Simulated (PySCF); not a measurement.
C4H12BN.
Atom-mapped SMILES: `[NH3+:1][BH2-:2][CH:3]1[CH2:4][CH2:5][CH2:6]1` (hydrogens: H7, H8, H9 on N1; H10, H11 on B2; H12 on C3; H13, H14 on C4; H15, H16 on C5; H17, H18 on C6)

A GFN2-xTB structure was refined with PySCF 2.14.0, PBE0-D3(BJ)/def2-SVP geometry optimisation, gas phase. Its GFN2-xTB values:

```tsv
coordinate	GFN2-xTB
N1–B2	1.656 Å
N1–H7	1.015 Å
B2–C3	1.624 Å
B2–H10	1.192 Å
B2–H11	1.191 Å
C3–C4	1.545 Å
C3–H12	1.096 Å
C4–C5	1.534 Å
C4–H13	1.089 Å
C4–H14	1.088 Å
C5–H15	1.089 Å
C5–H16	1.090 Å
N1–B2–C3	103.9°
B2–C3–C4	116.4°
B2–C3–C6	116.8°
C3–C4–C5	90.3°
C4–C3–C6	89.4°
C4–C5–C6	90.2°
B2–C3–C4–C5	119°
B2–C3–C6–C5	-119°
C3–C4–C5–C6	1°
C4–C5–C6–C3	-1°
```

How do these coordinates change at the PBE0-D3(BJ)/def2-SVP level?

```json
{"coordinate": "B2–H11", "PBE0-D3(BJ)/def2-SVP (Å or °)": "1.230", "change": "+0.039"}
{"coordinate": "B2–H10", "PBE0-D3(BJ)/def2-SVP (Å or °)": "1.229", "change": "+0.037"}
{"coordinate": "N1–B2", "PBE0-D3(BJ)/def2-SVP (Å or °)": "1.638", "change": "-0.018"}
{"coordinate": "C4–H14", "PBE0-D3(BJ)/def2-SVP (Å or °)": "1.102", "change": "+0.014"}
{"coordinate": "B2–C3", "PBE0-D3(BJ)/def2-SVP (Å or °)": "1.611", "change": "-0.013"}
{"coordinate": "C4–H13", "PBE0-D3(BJ)/def2-SVP (Å or °)": "1.102", "change": "+0.013"}
{"coordinate": "C3–H12", "PBE0-D3(BJ)/def2-SVP (Å or °)": "1.108", "change": "+0.012"}
{"coordinate": "C5–H15", "PBE0-D3(BJ)/def2-SVP (Å or °)": "1.100", "change": "+0.011"}
{"coordinate": "C5–H16", "PBE0-D3(BJ)/def2-SVP (Å or °)": "1.101", "change": "+0.011"}
{"coordinate": "N1–H7", "PBE0-D3(BJ)/def2-SVP (Å or °)": "1.022", "change": "+0.007"}
{"coordinate": "C4–C5", "PBE0-D3(BJ)/def2-SVP (Å or °)": "1.540", "change": "+0.006"}
{"coordinate": "C3–C4", "PBE0-D3(BJ)/def2-SVP (Å or °)": "1.548", "change": "+0.003"}
{"coordinate": "B2–C3–C4", "PBE0-D3(BJ)/def2-SVP (Å or °)": "112.7", "change": "-3.7"}
{"coordinate": "N1–B2–C3", "PBE0-D3(BJ)/def2-SVP (Å or °)": "106.4", "change": "+2.5"}
{"coordinate": "B2–C3–C6", "PBE0-D3(BJ)/def2-SVP (Å or °)": "114.8", "change": "-2.0"}
{"coordinate": "C4–C5–C6", "PBE0-D3(BJ)/def2-SVP (Å or °)": "88.8", "change": "-1.4"}
{"coordinate": "C3–C4–C5", "PBE0-D3(BJ)/def2-SVP (Å or °)": "88.9", "change": "-1.4"}
{"coordinate": "C4–C3–C6", "PBE0-D3(BJ)/def2-SVP (Å or °)": "88.0", "change": "-1.4"}
{"coordinate": "B2–C3–C6–C5", "PBE0-D3(BJ)/def2-SVP (Å or °)": "-97", "change": "+22"}
{"coordinate": "B2–C3–C4–C5", "PBE0-D3(BJ)/def2-SVP (Å or °)": "99", "change": "-20"}
{"coordinate": "C3–C4–C5–C6", "PBE0-D3(BJ)/def2-SVP (Å or °)": "18", "change": "+17"}
{"coordinate": "C4–C5–C6–C3", "PBE0-D3(BJ)/def2-SVP (Å or °)": "-18", "change": "-17"}
```

The energy falls by 0.121 eV over 16 energy and gradient evaluations, the largest force component goes from 0.0200 to 1.7e-04 Eh/bohr, and the atoms move by 0.351 Å rms after alignment. The bond that changes most is B2–H11 (four-coordinate boron to B–H hydrogen), which lengthens by 0.039 Å. Bonds longer at the end by more than 0.005 Å: 14 of 18; shorter: 2. Among the dihedrals that turn most is B2–C3–C6–H18, from -3° to 23°. Rotational constants go from 7287, 2133, 1847 to 6832, 2209, 1962 MHz.

The run used 144 basis functions and 99 SCF cycles in all. The run took 91 s on one thread of an Intel Xeon 6975P-C (shared host), and the process peaked at 0.59 GiB of memory.

Not checked by PBE0-D3(BJ)/def2-SVP frequencies. One conformer, not necessarily the lowest.
